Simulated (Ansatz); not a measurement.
Total energies of `[NH2][In]([F])[SH]`.

```json
{"atom": "N1", "x (Å)": "1.480", "y (Å)": "0.268", "z (Å)": "0.010"}
{"atom": "In2", "x (Å)": "-0.383", "y (Å)": "-0.344", "z (Å)": "-0.416"}
{"atom": "F3", "x (Å)": "-0.516", "y (Å)": "-1.221", "z (Å)": "-2.153"}
{"atom": "S4", "x (Å)": "-2.379", "y (Å)": "-0.408", "z (Å)": "0.838"}
{"atom": "H5", "x (Å)": "1.567", "y (Å)": "1.055", "z (Å)": "0.637"}
{"atom": "H6", "x (Å)": "2.057", "y (Å)": "0.427", "z (Å)": "-0.805"}
{"atom": "H7", "x (Å)": "-1.827", "y (Å)": "0.222", "z (Å)": "1.889"}
```

Charge 0, multiplicity 1. Correlated methods include outer-core shells of In, which these sets cover unevenly. In takes the def2 core potential. All single points use the PBE0-D4/def2-TZVP geometry. It is one conformer, not always the lowest. Basis def2-TZVPP, the Gaussian-basis code of Ansatz.

RPA on PBE orbitals: Hartree–Fock energy of these orbitals -742.46982 Eh, correlation -1.41365 Eh (frozen core).

| functional | energy without D4 (Eh) | D4 term (kJ/mol) |
| --- | --- | --- |
| LDA (SPW92) | -742.10319 | – |
| PBE | -744.55694 | -12.9 |
| revPBE | -744.81345 | -31.7 |
| BLYP | -744.81705 | -27.1 |
| r2SCAN | -744.86042 | -3.1 |
| B97M-V | -744.74028 | – |
| PBE0 | -744.58731 | -11.1 |
| B3LYP | -744.97296 | -21.0 |
| r2SCANh | -744.83465 | -3.3 |
| r2SCAN0 | -744.79757 | -3.7 |
| HSE06 (plane-wave form) | -744.57182 | -10.6 |
| BHLYP | -744.73277 | -19.3 |
| CAM-B3LYP | -744.82973 | -11.6 |
| LC-ωPBE | -744.71721 | – |
| ωB97X-V | -744.75299 | – |
| ωB97M-V | -744.76598 | – |
| B2PLYP | -744.45219 | – |
| PBE-QIDH | -744.27974 | – |

B3LYP takes the VWN-RPA correlation (the form of Gaussian; ORCA's B3LYP/G). HSE06 is the plane-wave form, built on full-range PBE exchange. The double hybrids freeze the cores in their second-order part.

LC-ωPBE has ω = 0.4 bohr⁻¹.
